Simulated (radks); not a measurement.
Effect of the nuclear size on the argon ion Ar3+, [Ne] 3s2 3p3. Method: Dirac Kohn-Sham, LDA (Slater exchange, Perdew-Wang correlation), spin-unpolarised, spherical densities, finite nucleus; open shells fill j = l - 1/2 first; Fermi nuclear charge, rms radius 3.4274 fm; computed with a radial shooting solver on a logarithmic mesh with Libxc functionals. The rms radius is varied about that value; shifts are against it.

rms radius (fm)  total energy shift (eV)  density at nucleus (e/bohr^3)  1s1/2 shift (meV)  2s1/2 shift (meV)
3.071                           -0.00365                           4322              -1.53             -0.115
3.2663                          -0.00170                           4317             -0.714             -0.053
3.4274                                 0                           4312              0.000              0.000
3.6913                           0.00295                           4306               1.24              0.093
4.1129                           0.00811                           4296               3.41              0.255

Slopes of the eigenvalues against <r^2> in GHz/fm^2, as finite differences over the two radii next to the reference (eigenvalue slopes, not the field-shift constants of lines): 1s1/2 160, 2s1/2 11.9.
